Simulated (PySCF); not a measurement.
dimethylsulfoxide (C2H6OS), singlet, at a GFN2-xTB geometry.

Input for PySCF:
```python
from pyscf import gto, scf, dft
from pyscf.prop import polarizability

mol = gto.Mole()
mol.atom = '''
    S    -0.006382    0.257897   -0.455835
    O    -0.012849    1.457810    0.378576
    C     1.370763   -0.798195    0.187247
    C    -1.350002   -0.827729    0.208628
    H     1.279876   -0.896771    1.263088
    H    -2.298108   -0.352210   -0.019971
    H     1.324893   -1.764772   -0.300458
    H     2.304614   -0.302248   -0.056141
    H    -1.290832   -1.793166   -0.279902
    H    -1.240103   -0.924125    1.282891
'''
mol.basis = '6-31g*'
mol.charge = 0
mol.spin = 0
mol.verbose = 4
mol.build()

mf = dft.RKS(mol)
mf.xc = 'pbe'
mf.kernel()
alpha = mf.Polarizability().polarizability()[2, 2]
print('alpha_zz =', alpha)
```

Task: What is the computed dipole moment (PBE/6-31G*, polarisability run with PySCF)?

Result: 3.36 D

Task: Estimate the polarisability along z that PBE/6-31G*, polarisability returns for this input.

Result: 34.6 bohr³

Task: Give the Mulliken (on the basis functions themselves) charges in atom order at the level PBE/6-31G*, polarisability.

Result: S1 0.72, O2 -0.56, C3 -0.68, C4 -0.68, H5 0.21, H6 0.21, H7 0.19, H8 0.21, H9 0.19, H10 0.21

Task: What total energy does PBE/6-31G*, polarisability give?

Result: -552.7980 Eh
